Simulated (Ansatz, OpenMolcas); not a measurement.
# CH6GeSi (SMILES [CH2]1[SiH2][GeH2]1): methods side by side

CH6GeSi has 9 atoms, charge 0, and is taken as a singlet. SMILES: `[CH2]1[SiH2][GeH2]1`. The shape is that of a PBE0-D4/def2-TZVP optimisation.

Each level gives the HOMO–LUMO gap (eV). The values are calculated.

| level | kind | program | value (eV) | CPU time |
| --- | --- | --- | --- | --- |
| SVWN5/cc-pVDZ | LDA | OpenMolcas | 4.54 | 42 s |
| BLYP/cc-pVDZ | GGA | OpenMolcas | 4.55 | 53 s |
| TPSS/cc-pVDZ | meta-GGA | OpenMolcas | 4.88 | 73 s |
| r2SCAN/cc-pVDZ | meta-GGA | Ansatz | 5.08 | 15 s |
| PBE0/cc-pVDZ | global hybrid | OpenMolcas | 6.44 | 50 s |
| r2SCAN0/cc-pVDZ | hybrid meta-GGA | Ansatz | 6.71 | 17 s |
| HSE06/cc-pVDZ | range-separated hybrid | Ansatz | 5.68 | 12 s |
| wB97X/cc-pVDZ | range-separated hybrid | Ansatz | 10.60 | 32 s |

All-electron rows without a relativistic Hamiltonian named are non-relativistic. The values span 4.54 to 10.60 eV. Orbital gaps aren't excitation energies; they tend to grow with the share of exact exchange. CPU times are rough (shared hosts, several kinds of processor and program).
